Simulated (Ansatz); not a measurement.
`[OH][Y]([F])[F]` + H₂O → `[OH][Y]([OH])[F]` + H–F at 298.15 K and 1 bar (formal hydrolysis of a Y–F bond).

Calculated with Ansatz (gas phase, PBE0-D4/def2-TZVP geometries, no zero-point term in ΔE). CCSD(T)/CBS is the MP2 limit (def2-TZVPP, def2-QZVPP) plus CCSD(T) − MP2 in def2-TZVPP, frozen cores. This one scheme is used for every species. def2 core potentials past Kr. For Y outer-core shells are correlated without core-valence functions, which leaves a few kJ/mol of doubt a bond. Each species was taken in one conformer, which may not be the lowest.

```json
{"species": "`[OH][Y]([F])[F]`", "CCSD(T)/CBS energy (Eh)": "-313.85352", "H − E (kJ/mol)": "59.6", "S (J/(mol·K))": "336.5"}
{"species": "H₂O", "CCSD(T)/CBS energy (Eh)": "-76.37941", "H − E (kJ/mol)": "66.4", "S (J/(mol·K))": "188.7"}
{"species": "`[OH][Y]([OH])[F]`", "CCSD(T)/CBS energy (Eh)": "-289.81664", "H − E (kJ/mol)": "89.9", "S (J/(mol·K))": "344.9"}
{"species": "H–F", "CCSD(T)/CBS energy (Eh)": "-100.39570", "H − E (kJ/mol)": "33.5", "S (J/(mol·K))": "173.6"}
```

H − E and S are ideal-gas, rigid-rotor, harmonic terms from PBE0-D4/def2-TZVP, for one conformer and one mirror image of each species. 1 Eh = 2625.50 kJ/mol, R = 8.31446 J/(mol·K).

Problem. By hand: ΔE, ΔH, ΔS and ΔG.

Solution. ΔE = (-289.81664) + (-100.39570) − (-313.85352) − (-76.37941) = 0.02059 Eh = 54.1 kJ/mol. Δ(H − E) = 89.9 + 33.5 − 59.6 − 66.4 = -2.6, so ΔH = 51.5 kJ/mol. ΔS = 344.9 + 173.6 − 336.5 − 188.7 = -6.7 J/(mol·K). ΔG = 51.5 − 298.15 × (-6.7)/1000 = 53.5 kJ/mol.

Problem. By hand: the equilibrium constant, and the temperature at which ΔG would vanish if ΔH and ΔS stayed fixed.

Solution. log₁₀ K = −ΔG/(RT ln 10) = -9.4. ΔH and −TΔS have one sign here, so there is no such temperature.

The number of gas molecules stays the same, so ΔS is small and ΔH decides. A doubt of 5 kJ/mol in ΔE shifts log₁₀ K by 0.9 here. Other conformers and mirror images would add mixing entropy, several J/(mol·K) or more a flexible species. Modes under 60 cm⁻¹, often nearly free rotors, make the harmonic entropy too high. These are equilibria of isolated gas molecules and say nothing of rates. Largest T1 diagnostic: 0.015 (customary marks: 0.02 for closed shells, 0.045 for open ones).

ΔS is within the doubt of such terms, so its sign, and with it that verdict, could turn.
